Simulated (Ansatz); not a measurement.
Reaction (formal exchange of groups at the Sb–Si bond): `F[SiH2][SbH2]` + `C[SiH3]` → `[SiH3][CH2][SbH2]` + `F[SiH3]`

Gas-phase electronic energies from Ansatz, PBE0-D4/def2-TZVP geometries. CBS: MP2 limit from def2 TZ/QZ plus the TZ coupled-cluster correction, frozen cores. This one scheme is used for every species. Functionals use def2-TZVPP. HSE06 is defined as in plane-wave codes. def2 core potentials past Kr. For Sb outer-core shells are correlated without core-valence functions, which leaves a few kJ/mol of doubt a bond.

`F[SiH2][SbH2]`:

Cartesian coordinates in Å:
```
F 1.197 -0.638 -1.762
Si -0.094 -0.331 -0.857
Sb 0.642 -0.163 1.600
H -0.715 0.913 -1.379
H -1.040 -1.465 -1.018
H 0.994 1.498 1.414
H -0.984 0.186 2.001
```

`C[SiH3]`:

```xyz
8

C     0.252    0.548   -0.782
Si   -0.225   -0.491    0.699
H    -0.536    1.266   -1.022
H     0.417   -0.081   -1.659
H     1.170    1.105   -0.585
H    -0.453    0.369    1.893
H     0.850   -1.466    1.026
H    -1.475   -1.251    0.428
```

`[SiH3][CH2][SbH2]`:

Z-matrix (Å, degrees):
```
Si
C 1 1.865
H 1 1.487 2 110.0
H 1 1.491 2 111.6 3 120.1
H 1 1.487 2 110.0 3 -119.8
Sb 2 2.170 1 114.3 3 59.9
H 2 1.093 1 111.1 3 -179.7
H 2 1.093 1 111.1 3 -60.5
H 6 1.712 2 94.1 1 -45.4
H 6 1.712 2 94.1 1 45.8
```

`F[SiH3]`:

Cartesian coordinates in Å:
```
F 0.100 -0.461 -1.487
Si -0.003 0.012 0.039
H -1.363 0.552 0.268
H 1.020 1.058 0.272
H 0.245 -1.162 0.908
```

CCSD(T)/CBS gives +10.5 kcal/mol.

Question: Another level gave +10.1 kcal/mol. Which?
A. CCSD/def2-TZVPP
B. SCS-MP2/def2-TZVPP
C. HSE06/def2-TZVPP
D. r2SCAN0-D4/def2-TZVPP

Answer: A. CCSD/def2-TZVPP 10.1, HSE06 14.3, r2SCAN0-D4 13.3, SCS-MP2/def2-TZVPP 8.7 kcal/mol.

Question: What do rigid-rotor, harmonic-oscillator terms from PBE0-D4/def2-TZVP frequencies (298.15 K, 1 bar) make of the CCSD(T)/CBS value? (Best estimate.)

Answer: The calculation gave: ΔZPE = -1.2 kcal/mol, ΔH = +9.1 kcal/mol, ΔS = -1 J/(mol·K), ΔG = +9.2 kcal/mol. Modes under 50 cm⁻¹ make the entropy rough.

Largest T1 diagnostic among the species: 0.013.

In def2-TZVPP, CCSD(T) changes the Hartree–Fock value by −1.7 kcal/mol (the triples alone add −0.3 kcal/mol) and MP2 by −2.3 kcal/mol. The D4 term adds −1.2 kcal/mol with B3LYP and −0.6 kcal/mol with PBE0; it sums over pairs of atoms, weighted by their polarisabilities, and B3LYP, whose exchange is more repulsive, gets the larger term. At CCSD(T), def2-SVP lies +0.8 kcal/mol from the extrapolated value and def2-TZVPP −0.7 kcal/mol.

B3LYP here is the variant with VWN-RPA as its local correlation; programs differ in this.
